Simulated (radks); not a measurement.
Question: All-electron atom: Bi XIX in [Kr] 4d10 4f14 5s2 5p3 (the NIST ground configuration). Method: Dirac Kohn-Sham, exchange-only PBE, spin-unpolarised, spherical densities, finite nucleus; open shells fill j = l - 1/2 first; Fermi nuclear charge, rms radius 5.5211 fm; computed with a radial shooting solver on a logarithmic mesh with Libxc functionals. Some entries of the table are withheld. Estimate them.

orbital,occ.,eigenvalue (Ry),<r^2> (bohr^2),r(max) (bohr)
1s1/2,2,-6677.933,0.0003465,(1)
2s1/2,2,-1223.058,0.005188,0.05642
2p1/2,2,-1176.899,(2),0.04118
2p3/2,4,-1006.362,(3),0.04901
3s1/2,2,-316.9610,(4),0.1587
3p1/2,2,-295.9826,0.03045,0.1477
3p3/2,4,-257.7483,0.03674,0.1635
3d3/2,4,-223.2013,(5),0.1268
3d5/2,6,-215.0829,(6),0.1311
4s1/2,2,(7),0.1595,0.3558
4p1/2,2,-85.25604,0.1611,0.3529
4p3/2,4,-75.75375,0.1911,0.3846
4d3/2,4,-60.78204,0.1959,0.3748
4d5/2,6,-58.99214,0.2058,0.3843
4f5/2,6,-39.49766,(8),0.3366
4f7/2,8,-39.07398,(9),0.3409
5s1/2,2,-37.74461,0.6684,0.7456
5p1/2,2,-34.24547,0.7223,0.7700
5p3/2,1,-31.85216,0.8279,0.8293

Answer: 
(1) 1s1/2 r(max) (bohr): 0.009661
(2) 2p1/2 <r^2> (bohr^2): 0.003642
(3) 2p3/2 <r^2> (bohr^2): 0.004821
(4) 3s1/2 <r^2> (bohr^2): 0.03357
(5) 3d3/2 <r^2> (bohr^2): 0.02795
(6) 3d5/2 <r^2> (bohr^2): 0.02965
(7) 4s1/2 eigenvalue (Ry): -94.42126
(8) 4f5/2 <r^2> (bohr^2): 0.2130
(9) 4f7/2 <r^2> (bohr^2): 0.2182
